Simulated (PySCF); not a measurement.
Structure problem from calculated spectra and properties.

Formula: C7H3N.

- Polarisability: 116.0 au [PBE0/def2-SVPD]
- 1H NMR: chemical shifts (computed TMS as zero) by class: 6.62 (1 H), 6.43 (1 H), 6.15 (1 H) ppm [GIAO PBE0/pcSseg-1]
- UV, strongest line: among the 6 lowest singlet transitions: S4 at 5.62 eV (221 nm, f = 1.252) [TDDFT PBE0/def2-SVPD]
- NMR, other nuclei: isotropic shieldings of nuclei other than C and H, by class: -48 (1 N) ppm [GIAO PBE0/pcSseg-1]
- Rotational structure: rotational constants A, B, C: 35.852, 0.577, 0.568 GHz [GFN2-xTB]
- UV, first state: lowest singlet excitation: 3.61 eV (344 nm, f = 0.000) [TDDFT PBE0/def2-SVPD]
- 13C NMR: chemical shifts (computed TMS as zero) by class: 148.3 (1 C), 121.4 (1 C), 112.3 (1 C), 86.1 (1 C), 81.0 (1 C), 70.0 (1 C), 66.4 (1 C) ppm [GIAO PBE0/pcSseg-1]
- Dipole: 6.22 D [PBE0/def2-SVPD]
- Triplet: lowest triplet excitation (Tamm–Dancoff): 2.58 eV [TDA PBE0/def2-SVPD]

The electronic properties come from PySCF, for the isolated species, density fitting. Levels stand in brackets. NMR shifts are as computed; neighbouring signals can stand in another order in a measured spectrum. Geometry: GFN2-xTB; no solvent, vibrations or thermal averaging. NMR values are class means; diastereotopic atoms form classes of their own.

Problem. Propose a structure and show how it fits.

Solution. Numbering: `[CH2:1]=[CH:2][C:3]#[C:4][C:5]#[C:6][C:7]#[N:8]`. Its formula, C7H3N, gives 7 degrees of unsaturation: 0 rings and 7 π bonds in the structure found. 7 carbons fall into 7 classes; from least to most shielded: terminal =CH2 carbon [C1] (148.3 ppm), alkene CH carbon [C2] (121.4 ppm), nitrile carbon [C7] (112.3 ppm), alkyne carbon [C4] (86.1 ppm), alkyne carbon [C3] (81.0 ppm), alkyne carbon [C5] (70.0 ppm), alkyne carbon [C6] (66.4 ppm). Hydrogen classes from least to most shielded: 1 H on a terminal =CH2 carbon, C1 (6.62 ppm), 1 H on a terminal =CH2 carbon, C1 (6.43 ppm), 1 H on an alkene CH carbon, C2 (6.15 ppm). The other shieldings belong to: -48 ppm, nitrile nitrogen [N8]. S1 is mainly HOMO−1→LUMO (weight 0.71); the largest Löwdin shares of the orbital it empties are 0.21 on an alkyne carbon, 0.20 on an alkyne carbon, 0.17 on an alkyne carbon and 0.16 on an alkyne carbon, of the orbital it fills 0.18 on the terminal =CH2 carbon, 0.13 on each of 2 atoms of one kind (alkyne carbon) and 0.12 on an alkyne carbon. The optimised geometry has point group Cs and is an asymmetric top. Structure: `C(C#CC#CC=C)#N`. Computed isomers that give other values at the same levels: `C=C=C=CC#CC#N` (13C chemical shifts (computed TMS as zero) by class: 201.0 (1 C), 178.5 (1 C), 114.5 (1 C), 111.8 (1 C), 94.1 (1 C), 81.6 (1 C), 79.3 (1 C) ppm). The assignments are read from this structure; whether some other isomer fits the data as well wasn't checked.
